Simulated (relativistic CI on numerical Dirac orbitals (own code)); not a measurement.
**Spin-allowed bands of a d7 ion in a tetrahedral site, by hand**

Problem. Take Δ = 9500 cm⁻¹ and B = 530 cm⁻¹ for a d7 ion in a tetrahedral site. Calculate the three spin-allowed bands.

Working.
1. The terms of highest spin are 4F (energy 0) and 4P (15B = 7950 cm⁻¹). Here the F term splits into A2 at −1.2Δ = -11400, T2 at −0.2Δ = -1900 and T1 at +0.6Δ = 5700 cm⁻¹.
2. The two T1 states mix through the element 0.4Δ: H = [[5700, 3800], [3800, 7950]], with roots ½(H₁₁ + H₂₂) ∓ ½√[(H₂₂ − H₁₁)² + 4H₁₂²] = ½(13650) ∓ ½(7926) = 2862 and 10788 cm⁻¹.
3. The ground term is 4A2 at -11400 cm⁻¹.
4. Bands: 4T2 9500 cm⁻¹ (1053 nm), 4T1(F) 14262 cm⁻¹ (701 nm), 4T1(P) 22188 cm⁻¹ (451 nm).

Check. Exact diagonalisation of the whole d7 shell with these parameters gives 4T2 9500, 4T1 14262, 4T1 22188 cm⁻¹. The match is exact, since without spin-orbit coupling no other term has this spin. The ratio of the second band to the first, 1.501, depends on Δ/B = 17.9 alone, which is how a Tanabe-Sugano diagram is read.
